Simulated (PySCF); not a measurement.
Cost against size for one kind of job: delta-SCF UKS SCAN, pcX-2 on the ionised atom, pcseg-1 elsewhere, spin-free X2C in PySCF. Hardware: one thread of an Arm Neoverse V1 (shared host). Times come from a shared host and carry two figures at best. Peak memory is the resident size of the whole Python process, interpreter and libraries included.

| species (SMILES) | atoms | electrons | basis functions | SCF cycles | core holes | wall time | peak memory |
| --- | --- | --- | --- | --- | --- | --- | --- |
| C[O][GeH2][CH2]Cl | 12 | 76 | 164 | 79 | 5 | 30 s | 0.55 GiB |
| CCB(Cl)BN | 14 | 54 | 170 | 110 | 7 | 83 s | 0.63 GiB |
| FCC/C=N/[SiH3] | 14 | 56 | 170 | 120 | 7 | ? | ? |
| C=C(CF)[SiH2]N | 14 | 56 | 170 | 122 | 7 | ? | ? |
| F[C@H]1CCN[SiH2]1 | 14 | 56 | 170 | 111 | 7 | ? | ? |

Estimate the withheld figures.

`FCC/C=N/[SiH3]`: 60 s, 0.71 GiB; `C=C(CF)[SiH2]N`: 92 s, 0.63 GiB; `F[C@H]1CCN[SiH2]1`: 79 s, 0.55 GiB.
